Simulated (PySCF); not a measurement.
## Excitation energy of Pr⁺ by level of theory

Pr⁺ [Xe] 4f3 6s1 (high-spin determinant) → Pr⁺ [Xe] 4f2 5d1 6s1 (high-spin determinant), as a difference of total energies. Computed with PySCF 2.14 in ANO-RCC-VTZP, with the spin-free X2C one-electron Hamiltonian (Gaussian nucleus). Correlated levels: valence: [Kr] 4d10 frozen. The calculations carry no spin-orbit coupling.

```
           method  excitation energy (cm⁻¹)
              UHF                   -469.69
    MP2 (valence)                    5353.1
SCS-MP2 (valence)                    3485.6
   CCSD (valence)                    4777.4
CCSD(T) (valence)                    5400.6
```

A first-order spin-orbit estimate (lowest level to lowest level, LS coupling) adds -0.073 eV.

The determinant of the lower state and of the upper state mixes LS terms, which raises its energy above the lowest term, most at the Hartree-Fock and MP2 levels.
